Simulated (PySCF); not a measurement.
Si(F)2(vinyl)(OH) (C2H4F2OSi), SMILES C=C[Si](O)(F)F.

The structure is a stationary point at B3LYP-D3(BJ)/def2-SVP. The structure was generated by enumeration, and PubChem lists no compound with its InChIKey, so it may never have been made. The values are those of a single conformer.

Computed with PBE/def2-TZVP (PySCF).

Symmetry labels are those of the subgroup Cs that the program uses (full group Cs).

Computed valence orbital energies around the gap with their symmetry:
```
orbital  symmetry  energy (eV)
-------  --------  -----------
HOMO−7         A'       -10.58
HOMO−6         A"       -10.04
HOMO−5         A'       -10.01
HOMO−4         A"        -9.67
HOMO−3         A'        -9.07
HOMO−2         A"        -8.29
HOMO−1         A'        -8.22
HOMO           A"        -7.37
LUMO           A"        -1.99
LUMO+1         A'        -0.32
LUMO+2         A'         0.76
LUMO+3         A'         1.17
```
